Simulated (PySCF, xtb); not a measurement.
Relative energy of two structures of GeNO−

Structure I is `[N]#[Ge][O-]`, a singlet and structure II is a singlet given by its coordinates. Both are isolated ions in the gas phase, relaxed with PBE0-D3(BJ)/def2-SVPD.

I (Å):

```yaml
atoms:
  - { symbol: Ge, position_ang: [-2.5413, -0.8187, 1.2353] }
  - { symbol: N, position_ang: [-3.8910, -0.0203, 1.7802] }
  - { symbol: O, position_ang: [-1.1806, -1.6229, 0.6886] }
```

II (Å):

```xyz
3

Ge   -1.1800   -0.2971    0.7883
N    -2.6933   -0.8813    1.2955
O    -3.7901   -1.3056    1.6636
```

Close contacts (Å): Ge1–N2 1.70, N2–O3 1.23.

Energies in hartree; the thermal terms are from GFN2-xTB frequencies at re-optimised GFN2-xTB minima (ideal gas, soft modes damped towards free rotors, one conformer each, 298.15 K, 1 atm) and include the zero-point energy:

```
                                I            II
E, CCSD(T)/def2-SVPD  −2204.878177  −2204.872143
    E, MP2/def2-SVPD  −2204.876691  −2204.872237
  E, MP2/def2-TZVPPD  −2205.384599  −2205.378752
   zero-point energy      0.004909      0.006503
        H(298 K) − E      0.009607      0.010776
        G(298 K) − E     −0.019390     −0.017530
```

Question: Correct the CCSD(T) difference for the basis set by the MP2 change, then work out ΔE, ΔE₀, ΔH and ΔG for I → II in kcal/mol (1 Eh = 627.51 kcal/mol) and the equilibrium ratio [II]/[I].

Answer: 1. Differences II − I: CCSD(T) +0.006034, MP2 in the small set +0.004454, MP2 in the large set +0.005847 Eh.
2. ΔE = +0.006034 + (+0.005847 − (+0.004454)) = +0.007427 Eh = +4.66 kcal/mol.
3. ΔE₀ = ΔE + ΔZPE = +0.007427 + (+0.001594) Eh = +5.66 kcal/mol.
4. ΔH = ΔE + (+0.001169) Eh = +5.39 kcal/mol.
5. ΔG = ΔE + (+0.001860) Eh = +5.83 kcal/mol, so ΔS = (ΔH − ΔG)/T = −6.1 J/(mol K).
6. kT = 0.9442 mEh, so K = [II]/[I] = exp(−ΔG/kT) = exp(−9.84) ≈ 5.3 × 10^−5.

Structure I is favoured at this temperature. An error of 1 kcal/mol in ΔG would change K by a factor of 5.4. HF/STO-3G, r2SCAN-D4/def2-SVPD, PBE0-D3(BJ)/def2-SVPD gave ΔE the other sign. Large T1 diagnostics make the coupled-cluster value less sure. Mirror images and further conformers aren't counted.

Other levels gave ΔE = +21.3 (GFN2-xTB); −55.7 (HF/STO-3G, GFN2-xTB geometries); −2.4 (r2SCAN-D4/def2-SVPD, GFN2-xTB geometries); −6.6 (PBE0-D3(BJ)/def2-SVPD); +4.7 (HF/def2-SVPD); +2.8 (MP2/def2-SVPD); +3.8 (CCSD(T)/def2-SVPD) kcal/mol. The correlated steps freeze 11 core orbitals; the filled d shell of Ge is correlated, in a basis made for valence electrons. Programs: PySCF 2.14.0, xtb 6.7.1.
